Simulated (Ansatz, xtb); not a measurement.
# CH7F3OSi3: which of two isomers lies lower

Structure a is `O[SiH2][SiH2][SiH2]C(F)(F)F`, a singlet and structure b is `O[Si@@H]([SiH2][SiH3])C(F)(F)F`, a singlet. Both are isolated molecules in the gas phase, relaxed with PBE-D3(BJ)/def2-SVP; each stands in its lowest conformer found.

Estimate E(b) − E(a) at the level CCSD(T)/def2-SVP + ΔMP2/def2-TZVPP.

CCSD(T)/def2-SVP + ΔMP2/def2-TZVPP gives E(b) − E(a) = −0.59 kcal/mol, slightly favouring structure b, which is too small a margin to settle the true order.

Level by level:

```csv
level,geometry,E(b) − E(a) (kcal/mol),departure from the last row (kcal/mol),"job, with rough time for the two"
PBE-D3(BJ)/def2-SVP,PBE-D3(BJ)/def2-SVP,+0.69,+1.27,"optimisation, 2.1 min"
HF/def2-SVP,PBE-D3(BJ)/def2-SVP,−1.24,−0.66,part of the CCSD(T) run
MP2/def2-SVP,PBE-D3(BJ)/def2-SVP,−0.35,+0.23,part of the CCSD(T) run
CCSD(T)/def2-SVP,PBE-D3(BJ)/def2-SVP,−0.20,+0.39,single point
CCSD(T)/def2-SVP + ΔMP2/def2-TZVPP,PBE-D3(BJ)/def2-SVP,−0.59,,"single point, 5.4 min"
```

As drawn, both hold the same kinds of bond in the same numbers.

The largest departure from CCSD(T)/def2-SVP + ΔMP2/def2-TZVPP is that of PBE-D3(BJ)/def2-SVP, 1.27 kcal/mol. Levels run at GFN2-xTB geometries aren't shown. The last row adds to CCSD(T) the change of the MP2 difference between the two basis sets, here −0.39 kcal/mol.

With thermal terms from frequencies at re-optimised GFN2-xTB minima (ideal gas, soft modes damped towards free rotors, one conformer each, 298.15 K, 1 atm): on the last row, ΔE + ΔZPE = −1.00, ΔH = −0.75, ΔG = −1.50 kcal/mol.

The correlated steps freeze 20 core orbitals. Mirror images aren't counted in ΔG. Codes used: Ansatz 0.2.0, xtb 6.7.1; the last row on 2 threads of Arm Neoverse V1 on a shared host.
